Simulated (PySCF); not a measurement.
## Deuteron quadrupole couplings in `C[Si@@H](O)OC[S@@](C)=O`

Species: C3H10O3SSi.
Structure used (GFN2-xTB), in Å, numbered top down from 1:
```xyz
18
C3H10O3SSi angstrom
C     -2.6056    2.0477   -0.3857
Si    -1.6733    0.5220    0.2012
O     -1.9203   -0.6917   -0.8301
O     -0.0993    1.0419    0.2319
C      0.9869    0.3070    0.6090
S      1.4433   -0.9298   -0.7267
C      2.9041   -1.5989    0.1791
O      0.4184   -1.9891   -0.6350
H     -2.2909    2.3587   -1.3761
H     -3.6654    1.8272   -0.4278
H     -2.4648    2.8836    0.2896
H     -2.0042    0.1078    1.5711
H     -1.2320   -1.3767   -0.9012
H      1.8495    0.9673    0.7325
H      0.8048   -0.2738    1.5197
H      3.2722   -2.4505   -0.3830
H      2.6033   -1.9178    1.1705
H      3.6644   -0.8286    0.2294
```

Level: PBE0/pcSseg-1 (PySCF, non-relativistic); Q(2H) = 0.00286 b; rigid geometry, the same for H and D, with no vibrational averaging.

Task: Rank these positions by the coupling χzz of a deuteron there, largest first.
A. H14 (methylene hydrogen)
B. H10 (methyl hydrogen)
C. H15 (methylene hydrogen)
D. H13 (hydroxyl hydrogen)
E. H17 (methyl hydrogen)
F. H12 (Si–H hydrogen)

Result: D (266 kHz), B (222 kHz), E (213 kHz), A (196 kHz), C (192 kHz), F (103 kHz).

Task: Give the electric field gradient Vzz (the principal value of largest size), its asymmetry and the 2H coupling at each hydrogen.

Result: 
```tsv
atom	bonded to	bond length (Å)	Vzz (au)	η	χzz (kHz)
H9	C1	1.085	0.3281	0.01	220
H10	C1	1.083	0.3300	0.01	222
H11	C1	1.084	0.3299	0.01	222
H12	Si2	1.469	0.1540	0.04	103
H13	O3	0.974	0.3959	0.08	266
H14	C5	1.093	0.2924	0.05	196
H15	C5	1.095	0.2857	0.07	192
H16	C7	1.085	0.3157	0.04	212
H17	C7	1.084	0.3169	0.03	213
H18	C7	1.083	0.3191	0.04	214
```

Task: Average by the element that carries the hydrogen.

Result: on C: 211 kHz over 8 positions, mean bond length 1.087 Å; on Si: 103 kHz over 1 position, mean bond length 1.469 Å; on O: 266 kHz over 1 position, mean bond length 0.974 Å.

Task: How does χzz go with the bond length over the 8 C–H bonds?

Result: A straight-line fit has a slope of -22.2 kHz for each 0.01 Å, with a correlation coefficient of -0.95, over lengths from 1.083 to 1.095 Å. The longer bonds have the smaller couplings here.

Task: Give the 2H NMR doublet splittings at H15 for a magnetic field along the z, y and x axes of the gradient: 3χ/2, 3χ(1 + η)/4, 3χ(1 − η)/4.

Result: With |χ| = 192.0 kHz and η = 0.071: 288, 154 and 134 kHz, to first order and without motion.

The structure is a single GFN2-xTB conformer in the gas phase; no vibrational or solvent corrections. GFN2-xTB bond lengths can be off by several hundredths of an ångström, more for odd bonds, and the gradients follow them. The basis is small and wasn't made for field gradients, so the couplings can be 20 % off.
